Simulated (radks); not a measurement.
The numbers below are computed, except where a source is named.
Question: Valence configurations of Ho III (all share [Xe]). Level of theory: scalar-relativistic Kohn-Sham, PBE, spin-polarised, spherical densities, point nucleus; open shells are filled with parallel spins first (spin-orbit coupling, left out, can overturn this in heavy ions) (a radial shooting solver on a logarithmic mesh with Libxc functionals). Order these by energy: 4f10 5d0.5 6s0.5; 4f10 6p1; 4f10 5d1; 4f8 6s1 6p2; 4f9 6p2; 4f10.5 6p0.5; 4f9 5d1 6p1; 4f11; 4f9.5 6p1.5; 4f10.5 5d0.5.

Answer: From the lowest, in eV above it: 4f11 0.000; 4f10.5 5d0.5 1.606; 4f10.5 6p0.5 3.590; 4f10 5d0.5 6s0.5 4.015; 4f10 5d1 4.117; 4f10 6p1 8.947; 4f9.5 6p1.5 16.268; 4f9 5d1 6p1 18.483; 4f9 6p2 25.741; 4f8 6s1 6p2 45.541. NIST lists [Xe] 4f11 as the ground configuration; this level of theory agrees among the configurations tried. The energies are those of spherical high-spin densities, not of single terms.
